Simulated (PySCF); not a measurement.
Si3PH3O7

The system: Si3PH3O7, a molecule drawn as a unit of a network glass or zeolite (built as: P Si Si Si, H ends, O bridges); neutral, singlet. The structure was relaxed in the gas phase by PBE0-D3(BJ)/def2-SVP. No frequency run checks that it is a minimum.

SMILES: O=P12O[SiH]3O[SiH](O[SiH](O3)O1)O2

```csv
atom,x (Å),y (Å),z (Å)
O1,-3.042,0.952,-0.834
P2,-1.706,0.504,-0.462
O3,-1.434,0.289,1.124
Si4,0.054,-0.228,1.719
O5,0.359,-1.656,0.913
Si6,0.285,-1.580,-0.751
O7,1.368,-0.396,-1.207
Si8,1.126,1.108,-0.529
O9,1.151,0.878,1.123
O10,-0.478,1.479,-0.882
O11,-1.229,-0.919,-1.079
H12,0.056,-0.349,3.177
H13,0.486,-2.865,-1.421
H14,2.051,2.138,-1.005
```

Shieldings: GIAO PBE0/pcSseg-1. Shifts are against computed references at the same level: H TMS (σ 31.27 ppm), Si TMS (σ 352.0 ppm). Core levels by delta-SCF with SCAN, pcX-2 on the ionised atom and pcseg-1 elsewhere, spin-free X2C (2p3/2 is the spin-free 2p value less a third of a first-order spin-orbit splitting); from the vacuum level, for chosen atoms.

(1) Give the NMR and core-level values of the distinct atoms.

(2) Which of O1, O3, O5 holds its core electrons tightest, and by how much against the loosest?

(3) By CAM-B3LYP/def2-SVPD (TDDFT singlets, Tamm-Dancoff triplets, ionisation by delta-SCF), where does absorption start, and what does vertical ionisation take?

## Answers

(1) 
| atoms | bonded to | σ (ppm) | δ (ppm) | core level (eV) |
| --- | --- | --- | --- | --- |
| O1 | 1 P | 149.7 | - | 1s 537.43 |
| P2 | 4 O | 348.3 | - | 2p3/2 140.63 |
| O3 O10 O11 | 1 P + 1 Si | 159.9 | - | 1s 539.27 |
| Si4 Si6 Si8 | 3 O + 1 H | 401.3 | -49.3 | 2p3/2 109.60 |
| O5 O7 O9 | 2 Si | 198.4 | - | 1s 539.02 |
| H12 H13 H14 | 1 Si | 26.50 | 4.77 | - |

Values are those of this one static structure; atoms that internal rotation interchanges would show their mean in an NMR spectrum.

(2) O3 (bonded to 1 P + 1 Si), by 1.84 eV over O1 (bonded to 1 P).

(3) The lowest singlet lies at 8.49 eV (f 0.022), the lowest triplet at 8.05 eV; vertical ionisation takes 11.67 eV.
